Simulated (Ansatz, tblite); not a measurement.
Cost and result up the ladder for [MoO3S]2- (MoSO₃²⁻) (5 atoms). Charge -2, multiplicity 1. Geometry: r2SCAN-D4/def2-SVPD.

```xyz
5

Mo    0.0868   -0.0347    0.0111
O     0.0173   -1.7517    0.3817
O     1.0267    0.1817   -1.4586
O     0.9119    0.7877    1.3276
S    -2.0427    0.8171   -0.2618
```

Ansatz on 4 threads of Arm Neoverse V1 on a shared host; xTB runs through tblite on one thread. Times are rough, summed over both states, and most runs start from the orbitals of an earlier one. PBE0-D4/def2-TZVPD serves as the yardstick here, not as an exact answer. The other state is a doublet.

In the def2 sets Mo takes a core potential; there is no spin–orbit coupling. The xTB rows come from tblite. A multiply charged anion in the gas phase is held together partly by the finite basis. Removing one electron lowers the energy by 0.86 eV at PBE0-D4/def2-TZVPD, so it isn't bound.

Raw xTB energies of ions are shifted by several eV.

| level | functions | wall time | vertical IE (eV) | difference from PBE0-D4/def2-TZVPD (eV) | remarks |
| --- | --- | --- | --- | --- | --- |
| GFN1-xTB | 30 | 0.008 s | 3.48 | 4.33 | – |
| GFN2-xTB | 30 | 0.009 s | 3.80 | 4.66 | – |
| PBE-D4/def2-TZVPD | 206 | 11 s | -0.95 | -0.09 | HOMO above zero (-2 singlet) |
| PBE0-D4/def2-TZVPD (with forces) | 206 | 17 s | -0.86 | 0.00 | HOMO above zero (-2 singlet) |
